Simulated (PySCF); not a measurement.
Compound: C8H7F3O.
Bonds: O1–C2, C2–C3 (aromatic), C3–C4 (aromatic), C4–C5 (aromatic), C5–C6, C6–C7, C7–F8, C7–F9, C7–F10, C5–C11 (aromatic), C11–C12 (aromatic), C2–C12 (aromatic). Hydrogens: H13 on O1; H14 on C3; H15 on C4; H16, H17 on C6; H18 on C11; H19 on C12.

The same species was optimised twice, with GFN2-xTB and with PBE0-D3(BJ)/def2-SVP (PySCF), and the same property calculations (PySCF, gas phase) were run on both structures.

```csv
coordinate,GFN2-xTB,PBE0-D3(BJ)/def2-SVP,change
C5–C11 (Å),1.390,1.400,+0.010
C3–C4 (Å),1.382,1.392,+0.010
C4–C5 (Å),1.388,1.397,+0.009
C11–C12 (Å),1.380,1.389,+0.009
O1–C2 (Å),1.356,1.348,-0.008
C2–C3 (Å),1.390,1.398,+0.008
C7–F8 (Å),1.346,1.338,-0.008
C6–C7 (Å),1.519,1.512,-0.007
C2–C12 (Å),1.392,1.399,+0.007
C5–C6 (Å),1.507,1.502,-0.005
C7–F9 (Å),1.340,1.336,-0.004
C7–F10 (Å),1.341,1.337,-0.004
C5–C6–C7 (°),110.2,113.1,+2.9
F8–C7–F9 (°),106.3,107.3,+1.0
F8–C7–F10 (°),106.2,107.2,+1.0
C6–C7–F8 (°),111.9,110.9,-1.0
C4–C5–C11 (°),119.1,118.1,-1.0
C6–C7–F9 (°),112.7,111.8,-0.9
C6–C7–F10 (°),112.6,111.8,-0.8
F9–C7–F10 (°),106.7,107.4,+0.7
C4–C5–C6–C7 (°),-86,-86,0
C5–C6–C7–F8 (°),180,180,0
```

Rotational constants: A = 2486, B = 475.8, C = 448.7 MHz (GFN2-xTB) against A = 2490, B = 467.3, C = 440.3 MHz (PBE0-D3(BJ)/def2-SVP).

On the GFN2-xTB structure: HOMO (eV) -6.73 [PBE0/pcSseg-1]; LUMO (eV) -0.48 [PBE0/pcSseg-1]; dipole (D) 2.69 [PBE0/pcSseg-1]; GIAO shielding of O1 (ppm) 209.6 [PBE0/pcSseg-1]; GIAO shielding of C2 (ppm) 23.2 [PBE0/pcSseg-1]; GIAO shielding of C3/C12 (mean) (ppm) 67.9 [PBE0/pcSseg-1]; GIAO shielding of C4/C11 (mean) (ppm) 48.7 [PBE0/pcSseg-1]; GIAO shielding of C5 (ppm) 60.0 [PBE0/pcSseg-1]; GIAO shielding of C6 (ppm) 142.1 [PBE0/pcSseg-1]; GIAO shielding of C7 (ppm) 52.0 [PBE0/pcSseg-1]; GIAO shielding of F8/F9/F10 (mean) (ppm) 255.0 [PBE0/pcSseg-1].

Task: What do these properties become on the PBE0-D3(BJ)/def2-SVP structure?

Result: 
```csv
property,level,on GFN2-xTB,on PBE0-D3(BJ)/def2-SVP,change
HOMO (eV),PBE0/pcSseg-1,-6.73,-6.70,+0.03
LUMO (eV),PBE0/pcSseg-1,-0.48,-0.51,-0.03
dipole (D),PBE0/pcSseg-1,2.69,2.61,-0.08
"energy, GFN2-xTB geometry as zero (kcal/mol)",PBE0/pcSseg-1,0.0,-0.5,-0.5
GIAO shielding of O1 (ppm),PBE0/pcSseg-1,209.6,209.4,-0.2
GIAO shielding of C2 (ppm),PBE0/pcSseg-1,23.2,22.2,-1.0
GIAO shielding of C3/C12 (mean) (ppm),PBE0/pcSseg-1,67.9,66.1,-1.8
GIAO shielding of C4/C11 (mean) (ppm),PBE0/pcSseg-1,48.7,45.9,-2.8
GIAO shielding of C5 (ppm),PBE0/pcSseg-1,60.0,58.7,-1.3
GIAO shielding of C6 (ppm),PBE0/pcSseg-1,142.1,142.1,0.0
GIAO shielding of C7 (ppm),PBE0/pcSseg-1,52.0,53.8,+1.8
GIAO shielding of F8/F9/F10 (mean) (ppm),PBE0/pcSseg-1,255.0,259.2,+4.2
```

The heavy atoms differ by 0.034 Å rms after alignment. Among bonds between heavy atoms C3–C4, C4–C5, C5–C11 and C11–C12 change most and about equally (+0.009 to +0.010 Å). Changes are differences of the printed values. Neither structure is proved a minimum here.

Conformer computed: `[OH:1][c:2]1[cH:3][cH:4][c:5]([CH2:6][C:7]([F:8])([F:9])[F:10])[cH:11][cH:12]1`: C4–C5–C6–C7 -86°, C5–C6–C7–F8 180°, H–O1–C2–C3 1°.
